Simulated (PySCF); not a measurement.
A calculated (M06-L, PySCF 2.14, aug-cc-pwCVTZ-DK3, scalar relativity by spin-free X2C-1e) atom or ion has these occupied shells.

```json
{"shell": "1s α", "electrons": "1", "orbital energy (eV)": "-87846.9", "rms radius, mean of both spins (bohr)": "0.0181"}
{"shell": "1s β", "electrons": "1", "orbital energy (eV)": "-87846.8", "rms radius, mean of both spins (bohr)": "0.0181"}
{"shell": "2s α", "electrons": "1", "orbital energy (eV)": "-15771.6", "rms radius, mean of both spins (bohr)": "0.0730"}
{"shell": "2s β", "electrons": "1", "orbital energy (eV)": "-15771.5", "rms radius, mean of both spins (bohr)": "0.0730"}
{"shell": "2p α", "electrons": "3", "orbital energy (eV)": "-13599.3", "rms radius, mean of both spins (bohr)": "0.0673"}
{"shell": "2p β", "electrons": "3", "orbital energy (eV)": "-13599.3", "rms radius, mean of both spins (bohr)": "0.0673"}
{"shell": "3s α", "electrons": "1", "orbital energy (eV)": "-3824.9", "rms radius, mean of both spins (bohr)": "0.186"}
{"shell": "3s β", "electrons": "1", "orbital energy (eV)": "-3824.9", "rms radius, mean of both spins (bohr)": "0.186"}
{"shell": "3p α", "electrons": "3", "orbital energy (eV)": "-3194.4", "rms radius, mean of both spins (bohr)": "0.189"}
{"shell": "3p β", "electrons": "3", "orbital energy (eV)": "-3194.4", "rms radius, mean of both spins (bohr)": "0.189"}
{"shell": "3d α", "electrons": "5", "orbital energy (eV)": "-2518.9", "rms radius, mean of both spins (bohr)": "0.173"}
{"shell": "3d β", "electrons": "5", "orbital energy (eV)": "-2518.9", "rms radius, mean of both spins (bohr)": "0.173"}
{"shell": "4s α", "electrons": "1", "orbital energy (eV)": "-896.63", "rms radius, mean of both spins (bohr)": "0.408"}
{"shell": "4s β", "electrons": "1", "orbital energy (eV)": "-896.58", "rms radius, mean of both spins (bohr)": "0.408"}
{"shell": "4p α", "electrons": "3", "orbital energy (eV)": "-687.45", "rms radius, mean of both spins (bohr)": "0.435"}
{"shell": "4p β", "electrons": "3", "orbital energy (eV)": "-687.40", "rms radius, mean of both spins (bohr)": "0.435"}
{"shell": "4d α", "electrons": "5", "orbital energy (eV)": "-435.67", "rms radius, mean of both spins (bohr)": "0.462"}
{"shell": "4d β", "electrons": "5", "orbital energy (eV)": "-435.61", "rms radius, mean of both spins (bohr)": "0.462"}
{"shell": "5s β", "electrons": "1", "orbital energy (eV)": "-174.24", "rms radius, mean of both spins (bohr)": "0.910"}
{"shell": "5s α", "electrons": "1", "orbital energy (eV)": "-174.21", "rms radius, mean of both spins (bohr)": "0.910"}
{"shell": "4f α", "electrons": "7", "orbital energy (eV)": "-162.96", "rms radius, mean of both spins (bohr)": "0.497"}
{"shell": "4f β", "electrons": "7", "orbital energy (eV)": "-162.89", "rms radius, mean of both spins (bohr)": "0.497"}
{"shell": "5p β", "electrons": "3", "orbital energy (eV)": "-116.77", "rms radius, mean of both spins (bohr)": "1.04"}
{"shell": "5p α", "electrons": "3", "orbital energy (eV)": "-116.74", "rms radius, mean of both spins (bohr)": "1.04"}
{"shell": "5d α", "electrons": "5", "orbital energy (eV)": "-49.877", "rms radius, mean of both spins (bohr)": "1.36"}
{"shell": "5d β", "electrons": "5", "orbital energy (eV)": "-49.615", "rms radius, mean of both spins (bohr)": "1.36"}
{"shell": "6s α", "electrons": "1", "orbital energy (eV)": "-37.090", "rms radius, mean of both spins (bohr)": "2.20"}
```

Q: Name the element and its charge.

A: Pb³⁺ (lead, charge +3), in [Xe] 4f14 5d10 6s1, 2S determinant.
